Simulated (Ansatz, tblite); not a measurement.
Removing and adding an electron: V(NH)F3 (VNF₃H). Charge 0, multiplicity 1. Geometry: PBE-D4/def2-SVP. Ansatz, gas phase; energy differences of separate SCF runs; the oxidised species was run as a doublet alone; the reduced species was run as a doublet alone.

Cartesian coordinates in Å:
```
V 0.1570 0.2608 0.3143
N -0.4209 -0.7004 -0.8441
H -0.7902 -1.3129 -1.5825
F -0.5647 1.8205 0.1353
F 1.8724 0.3595 0.1318
F -0.2535 -0.4274 1.8452
```

The xTB rows come from tblite.

```csv
level,−HOMO (eV),vertical IE (eV),−LUMO (eV),vertical EA (eV),HOMO–LUMO gap (eV),IE − EA (eV),remarks
GFN2-xTB,13.33,17.08,10.30,6.54,3.02,10.54,–
PBE-D4/def2-TZVP,7.92,11.49,4.26,–,3.66,–,–
PBE0-D4/def2-TZVP,9.56,11.78,3.41,–,6.14,–,restricted SCF unstable in HF (singlet)
PBE0-D4/def2-TZVPD,9.56,–,3.42,1.57,6.14,–,"HOMO above zero (-1 doublet), restricted SCF unstable in HF (singlet)"
```

Q: Estimate the rows for GFN1-xTB, PBE-D4/def2-TZVPD, r2SCAN-D4/def2-TZVP, r2SCAN-D4/def2-TZVPD.

A: 
```
               level  −HOMO (eV)  vertical IE (eV)  −LUMO (eV)  vertical EA (eV)  HOMO–LUMO gap (eV)  IE − EA (eV)                                                                remarks
            GFN1-xTB       14.20             18.11       11.83              7.96                2.36         10.15                                                                      –
   PBE-D4/def2-TZVPD        7.96                 –        4.29              0.73                3.66             –  HOMO above zero (-1 doublet), restricted SCF unstable in HF (singlet)
 r2SCAN-D4/def2-TZVP        8.29             11.54        4.33                 –                3.96             –                                restricted SCF unstable in HF (singlet)
r2SCAN-D4/def2-TZVPD        8.29                 –        4.32              1.02                3.97             –  HOMO above zero (-1 doublet), restricted SCF unstable in HF (singlet)
```

   A HOMO above zero means that the electron is unbound at that level or that self-interaction error raises the level; the energy of removing that electron tells which. Raw xTB energy differences between charge states are shifted by several eV; the methods need an empirical correction for them.
